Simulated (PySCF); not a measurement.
Saddle point of AlNH$_{3}$ClO, closed shell (AlNH₃ClO ([NH2][Al]([OH])[Cl]) → AlClO + NH₃ (still joined by a long Al–N bond); bonds formed: N2–H4; bonds broken: O3–H4; bonds weakened to dative contacts: Al1–N2), PBE0-D4/def2-TZVP structure:

```tsv
atom	x (Å)	y (Å)	z (Å)
Al1	-0.8774	0.4437	0.3515
N2	0.8047	-0.3314	-0.1793
O3	-1.4649	-0.1333	-1.0640
H4	-0.0565	-0.5057	-0.9859
Cl5	-1.1531	1.4698	2.1357
H6	1.5802	0.2333	-0.5017
H7	1.1671	-1.1763	0.2436
```

Energies are electronic, without zero-point energy. Barriers and step energies count from the start structure reached by relaxing down the imaginary mode; all methods use the PBE0-D4 structures, on which another method's saddle can fall below an end. Computed with PySCF 2.14 with density fitting (its default auxiliary sets; JK sets also for MP2 and CCSD(T)) (basis: def2-TZVPP, with def2-QZVPP for the basis limit); correlated methods freeze the cores. B3LYP uses VWN-RPA correlation. Extrapolation: Hartree–Fock as exp(−7.88 √X), correlation as X^−2.97.

| method | barrier (eV) | step energy (eV) |
| --- | --- | --- |
| SPW92 | 1.831 | 1.798 |
| PBE-D4 | ? | 1.731 |
| r2SCAN-D4 | ? | 1.924 |
| PBE0-D4 | 2.239 | 1.978 |
| B3LYP-D4 | 2.288 | 1.940 |
| BHLYP-D4 | 2.583 | 2.187 |
| wB97M-V | ? | 2.015 |
| HF | 3.029 | 2.447 |
| MP2 | 2.261 | 1.909 |
| CCSD | 2.486 | 2.087 |
| CCSD(T) | 2.348 | 1.977 |

Problem. Fill in the withheld barriers. (Judge from chemistry; the value comes from the calculation.)

Solution. The calculation gives: wB97M-V 2.343; r2SCAN-D4 2.186; PBE-D4 1.965 eV. Each is the energy of the saddle less that of the start structure, by the same method.

For comparison, the barrier by CCSD(T) at an estimated basis limit (MP2 extrapolated from triple and quadruple zeta, plus CCSD(T) − MP2 in triple zeta) is 2.372 eV.

No T1 diagnostic of these runs exceeds 0.021.

Labels in which every atom is bracketed show which atoms are joined, not bond orders.

For scale, one of the runs: CCSD(T)/def2-TZVPP, 188 basis functions, launched by `OMP_NUM_THREADS=4 python run.py`. The run took 2.6 min on 4 CPU threads of an INTEL XEON PLATINUM 8581C (shared host), with 2.1 GiB of host memory at its peak.
